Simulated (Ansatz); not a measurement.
The same path of ClF₃H₃NZr (9 atoms, charge 0, multiplicity 1) was run 3 times with different band settings.

The calculation used RKS PBE/def2-SVP in Ansatz.

Relaxed end points:

```xyz
9
Properties=species:S:1:pos:R:3
Zr -0.054 0.019 0.169
Cl 0.542 -0.224 2.477
F 1.685 0.053 -0.637
F -0.689 1.739 -0.411
F -0.773 -1.519 -0.734
N -2.352 -0.013 1.090
H -2.905 -0.798 0.716
H -2.869 0.849 0.865
H -2.357 -0.106 2.116
```

```xyz
9
Properties=species:S:1:pos:R:3
Zr -0.202 0.457 0.097
Cl -0.095 1.665 2.162
F 0.356 -1.382 0.115
F 1.287 1.224 -0.836
F -1.601 0.922 -1.138
N -2.145 -0.595 1.183
H -2.545 -1.358 0.616
H -2.912 0.072 1.352
H -1.915 -1.005 2.100
```

Common settings: spring 5.0 eV/Å²; optimiser quadratic models (default); start path through a guess of the saddle point; iteration limit 60; end points relaxed.

| run | movable images | climbing image | force threshold |
| --- | --- | --- | --- |
| 1 | 5 | yes | 0.05 eV/Å |
| 2 | 2 | no | 0.05 eV/Å |
| 3 | 5 | yes | 0.5 eV/Å |

What does each run give, and how far can it be trusted?

Run 1: converged after 16 iterations, highest image 0.216 eV above the first end. A vibrational analysis at the climbing image gives one clearly imaginary mode, 42i cm⁻¹: a first-order saddle point.
Run 2: converged after 12 iterations, highest image 0.186 eV above the first end. No image climbed, so the highest image needn't sit at the top of the path. So few images can step over the top or miss a turn of the path.
Run 3: converged after 11 iterations, highest image 0.216 eV above the first end. The threshold of 0.5 eV/Å is loose, so the images may lie well off the minimum-energy path. Another band between the same ends (5 images) ends at a top of the same energy, where a vibrational analysis finds 1 clearly imaginary mode.
